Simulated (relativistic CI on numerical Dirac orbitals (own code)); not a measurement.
Calculated at this level of theory: Dirac-Coulomb-Breit CI, KLI orbitals optimised for each configuration, a model potential for QED, unscaled Slater integrals (own radial code, finite nucleus).

The strongest absorption lines from the ground level of an ion, among the configurations computed and to levels below about 827 eV (vacuum wavelength in Å, gf): 16.840 (0.47), 16.843 (0.72), 17.133 (1.2), 17.149 (2.1), 17.176 (2.4), 17.246 (0.49), 17.309 (0.51), 159.01 (0.23).

(1) Which ion is it?
A. V16+
B. V14+
C. Co20+
D. V18+

## Answers

(1) A. V16+ has 7 electrons and the ground level 2s2.2p3 4S°_3/2; the strongest line goes to 2s2.2p2.3d 4P_5/2. The pattern of lines fixes the number of electrons, and along that sequence the line energies rise steadily with the charge (about as its square where n changes within one kind of shell, about linearly where n is kept but much faster in heavy ions where fine structure, which grows about as Z⁴, sets the gap, and irregularly where shells cross), which fixes Z. Configurations outside the model, such as inner-shell arrays, can give stronger lines. At this charge energies of transitions that change n are usually good to better than 1 %, and those within a shell (Δn = 0) to a few per cent.

LS names give the leading component of a level, which can be under half, so a name can repeat, a term be missing and a line seem to break the LS rules.
